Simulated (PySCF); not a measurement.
H4Si2, SMILES [SiH][SiH3] (connectivity only; charge and spin as stated), neutral, multiplicity 1.

Coordinates come from a ωB97X-D3(BJ)/def2-TZVP optimisation. The isomer is the one that the SMILES or the coordinates give; other isomers of the formula were not compared.

Two levels are set side by side: TDDFT-PBE/def2-TZVPD (PySCF) and TDDFT-ωB97X/def2-TZVPD (PySCF). Vertical, same geometry. The lowest singlet is HOMO→LUMO 101 % with PBE and HOMO→LUMO 100 % with the other functional; states are paired by order. Differences are taken from unrounded values.

```tsv
quantity	TDDFT-ωB97X
lowest singlet excitation (eV)	1.80
lowest triplet excitation (TDA) (eV)	0.87
first bright state (f over 0.05) (eV)	6.25
its oscillator strength	0.36
```

**Question.** What does TDDFT-PBE give, and how far is it from TDDFT-ωB97X? (Estimate from the structure and the level; the computed values follow.)

**Answer.** 
```
quantity                               TDDFT-PBE  TDDFT-PBE minus TDDFT-ωB97X
-------------------------------------  ---------  ---------------------------
lowest singlet excitation (eV)              1.80                         0.01
lowest triplet excitation (TDA) (eV)        0.82                        -0.06
first bright state (f over 0.05) (eV)       5.62                        -0.64
its oscillator strength                     0.31                        -0.05
```

Rough cost on one machine, each run with all the roots and properties that it gave: TDDFT-ωB97X against TDDFT-PBE about 7 times.
